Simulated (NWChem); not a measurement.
System: CH₄O₂Si, singlet; SMILES CO[Si]O

NWChem printed, in part:

```
             Northwest Computational Chemistry Package (NWChem) 7.3.0
             --------------------------------------------------------

                             Geometry "geometry" -> ""
                             -------------------------

 Output coordinates in angstroms (scale by  1.889725989 to convert to a.u.)

  No.       Tag          Charge          X              Y              Z
 ---- ---------------- ---------- -------------- -------------- --------------
    1 Si                  14.0000    -0.63180400    -0.63318700     0.05758400
    2 O                    8.0000     0.49099200    -1.85705500     0.00992500
    3 H                    1.0000     1.41453500    -1.57429900    -0.04202000
    4 O                    8.0000     0.42540100     0.67012000    -0.01143700
    5 C                    6.0000     0.06390800     2.02453300    -0.00577800
    6 H                    1.0000     0.52173600     2.53473400     0.85745600
    7 H                    1.0000     0.42800800     2.51712600    -0.92221000
    8 H                    1.0000    -1.03078900     2.17253200     0.05042000

 Effective nuclear repulsion energy (a.u.)     161.1520537219

                                 NWChem DFT Module
                                 -----------------

 Summary of "ao basis" -> "ao basis" (spherical)
 ------------------------------------------------------------------------------
       Tag                 Description            Shells   Functions and Types
 ---------------- ------------------------------  ------  ---------------------
 Si                         def2-svp                 8       18   4s3p1d
 O                          def2-svp                 6       14   3s2p1d
 H                          def2-svp                 3        5   2s1p
 C                          def2-svp                 6       14   3s2p1d

            General Information
            -------------------
          SCF calculation type: DFT
          Wavefunction type:  closed shell.
          No. of atoms     :     8
          No. of electrons :    40
           Alpha electrons :    20
            Beta electrons :    20
          Charge           :     0
          Spin multiplicity:     1
          Use of symmetry is: off; symmetry adaption is: off
          Maximum number of iterations: 150
          AO basis - number of functions:    80
                     number of shells:    38
          Convergence on energy requested:  1.00D-06
          Convergence on density requested:  1.00D-05
          Convergence on gradient requested:  5.00D-04

              XC Information
              --------------
                         B3LYP Method XC Potential
                     Hartree-Fock (Exact) Exchange  0.200
                        Slater Exchange Functional  0.800 local
                    Becke 1988 Exchange Functional  0.720 non-local
              Lee-Yang-Parr Correlation Functional  0.810
                  VWN I RPA Correlation Functional  0.190 local

             Grid Information
             ----------------
          Grid used for XC integration:  medium
          Radial quadrature: Mura-Knowles
          Angular quadrature: Lebedev.
          Tag              B.-S. Rad. Rad. Pts. Rad. Cut. Ang. Pts.
          ---              ---------- --------- --------- ---------
          Si                  1.10       88          10.0       590
          O                   0.60       49          11.0       434
          H                   0.35       45          11.0       434
          C                   0.70       49          10.0       434
          Grid pruning is: on
          Number of quadrature shells:   415
          Spatial weights used:  Erf1

      Superposition of Atomic Density Guess
      -------------------------------------

 Sum of atomic energies:        -477.74277864

      Non-variational initial energy
      ------------------------------

 Total energy =    -479.118850
 1-e energy   =    -979.078730
 2-e energy   =     338.807826
 HOMO         =      -0.278721
 LUMO         =      -0.009490

[...]

                     NWChem Electrostatic Potential Fit Module
                     -----------------------------------------

 Atom parameters

 Number of atoms is                                    8
 Number of basis functions is                         80

 Grid parameters

 Maximum number of grid points is                  34627
 Number of grid points is                          34626
 Grid range                                     0.300000 nm
 Grid spacing                                   0.020000 nm
 Probe radius                                   0.070000 nm
 Atom radius factor                             1.000000

 Atomic radii

    1    0.100000
    6    0.147000
    8    0.136000
   14    0.187000
 FASTESP  F
  using M.O. file = ./job.movecs

    Atom              Coordinates                           Charge

                                                  ESP

    1 Si   -0.063180   -0.063319    0.005758    0.140425
    2 O     0.049099   -0.185706    0.000993   -0.425189
    3 H     0.141454   -0.157430   -0.004202    0.328285
    4 O     0.042540    0.067012   -0.001144   -0.211236
    5 C     0.006391    0.202453   -0.000578    0.229668
    6 H     0.052174    0.253473    0.085746   -0.020802
    7 H     0.042801    0.251713   -0.092221   -0.021420
    8 H    -0.103079    0.217253    0.005042   -0.019731
                                            ------------
                                               -0.000000

 Dipole moment                                  0.698255

 Quadrupole moment Qxx                          2.575590
                   Qyy                          0.039276
                   Qzz                         -2.614867

 RMS deviation kJ/mol                           0.121762

 RRMS %                                        58.621988
```

Level: B3LYP/def2-SVP. Low-valent species are run as closed-shell singlets; no triplet was tried in these runs. Structure relaxed at the PBE0/def2-SVP level.

Question: Reconstruct the input file.

Answer: One answer among several that fit: the input that was run:
```
start job
memory heap 200 mb stack 900 mb global 1100 mb
geometry units angstroms noautosym nocenter noautoz
  Si    -0.631804    -0.633187     0.057584
  O      0.490992    -1.857055     0.009925
  H      1.414535    -1.574299    -0.042020
  O      0.425401     0.670120    -0.011437
  C      0.063908     2.024533    -0.005778
  H      0.521736     2.534734     0.857456
  H      0.428008     2.517126    -0.922210
  H     -1.030789     2.172532     0.050420
end
basis spherical
  * library def2-svp
end
dft
  xc b3lyp
  iterations 150
  mulliken
end
task dft energy
esp
  recalculate
  probe 0.07
  range 0.3
  factor 1.0
  spacing 0.02
end
task esp
```
